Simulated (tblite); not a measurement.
Compound: C6H9O (doublet state).
Atom-mapped SMILES: `[CH2:1][CH2:2][C:3](=[CH2:4])[C:5]([CH3:6])=[O:7]` (hydrogens: H8, H9 on C1; H10, H11 on C2; H12, H13 on C4; H14, H15, H16 on C6)

Cartesian coordinates in Å at the GFN2-xTB level; atoms count from 1:
```
atom  x, y, z in Å
C1    -1.672    0.760   -0.387
C2    -0.783   -0.284   -0.939
C3     0.156   -0.850    0.096
C4     0.127   -2.127    0.470
C5     1.146    0.057    0.747
C6     1.159    1.482    0.263
O7     1.893   -0.336    1.615
H8    -2.079    1.520   -1.025
H9    -2.083    0.640    0.597
H10   -0.215    0.117   -1.785
H11   -1.383   -1.119   -1.335
H12    0.814   -2.487    1.218
H13   -0.563   -2.840    0.052
H14    1.552    1.518   -0.752
H15    0.136    1.867    0.242
H16    1.786    2.089    0.912
```

Computed with GFN2-xTB (tblite): harmonic, unscaled wavenumbers at the GFN2-xTB geometry, gas phase. This tight-binding method is rough: wavenumbers can miss measured ones by several per cent, in bad cases by 10 to 20. One conformer, not necessarily the lowest. Open shells enter through the occupations alone, without spin polarisation, and single modes of such species can be off by tens of per cent.

Harmonic wavenumbers (cm⁻¹): 35.8, 100.2, 187.8, 201.7, 246.1, 277.2, 365.8, 374.1, 448.8, 502.6, 543.8, 627.3, 699.5, 741.4, 830.7, 913.5, 925.9, 988.5, 988.6, 1034.6, 1108.2, 1135.2, 1149.0, 1272.3, 1292.0, 1357.6, 1387.1, 1395.0, 1431.7, 1438.7, 1454.7, 1658.1, 1734.0, 2828.2, 2927.5, 2944.0, 3017.3, 3056.5, 3098.3, 3128.7, 3129.8, 3171.5.

A = 3552, B = 2475, C = 1609 MHz; mass 97.065 u (most abundant isotopes); point group C1, symmetry number 1; spin multiplicity 2.

**Question.** Zero-point energy?

**Answer.** Half the sum of the wavenumbers: 28075 cm⁻¹ = 335.85 kJ/mol.

**Question.** Entropy at 400 K, 1 bar (ideal gas, RRHO, classical rotation)?

**Answer.** Translation 172.03, rotation 118.81, vibration 130.88, spin (R ln 2) 5.76: S = 427.5 J/(mol K).

**Question.** And Cp and H(400 K) − H(0)?

**Answer.** Cp = 171.32 J/(mol K), of which vibrations give 138.07 (their classical limit is 42 R = 349.2); H(400 K) − H(0) = 40.94 kJ/mol without the zero-point energy, 27.64 from vibrations.

**Question.** Blend soft modes into free rotors: weight 1/[1 + (100 cm⁻¹/ν̃)⁴] for the oscillator and the rest for a rotor with moment μB/(μ + B), μ = h/(8π²ν), B = 10⁻⁴⁴ kg m². What vibrational entropy results?

**Answer.** 121.14 J/(mol K) in place of 130.88, which changes −T·S at 400 K by +3.90 kJ/mol.

**Question.** Which modes carry the vibrational entropy at 400 K?

**Answer.** 35.8 cm⁻¹: 25.36; 100.2 cm⁻¹: 16.84; 187.8 cm⁻¹: 11.73; 201.7 cm⁻¹: 11.16; 246.1 cm⁻¹: 9.59; 277.2 cm⁻¹: 8.67 J/(mol K); the other 36 give 47.51 together.

**Question.** How do the functions run with temperature in this model?

**Answer.** 
```csv
T (K),S (J/(mol K)),Cp (J/(mol K)),H − H(0) (kJ/mol),G − H(0) (kJ/mol),ln q(vib)
50,238.3,47.7,1.99,-9.92,0.51
100,277.1,66.7,4.85,-22.86,1.37
298.15,382.2,137.6,25.18,-88.79,5.32
373.15,415.9,162.8,36.45,-118.73,6.87
500,468.9,199.8,59.54,-174.90,9.50
750,560.5,251.8,116.46,-303.90,14.55
1000,637.9,286.3,183.99,-453.96,19.26
```

q(vib) and H(0) count from the zero-point level.

**Question.** What must be added to the electronic energy to get the Gibbs energy at 400 K and 1 bar?

**Answer.** ZPE + [H(400 K) − H(0)] − T·S = 335.85 + 40.94 − 170.99 = 205.80 kJ/mol.

Hindered rotation and anharmonicity are outside this model. Other conformers, if any are populated, would add a mixing term that is left out. The structure is chiral; the term R ln 2 for an equal mix with its mirror image is left out.

On Arm Neoverse V1, one thread, no GPU, shared host, this took 0.42 s of wall time. The figure is for the frequency step alone.
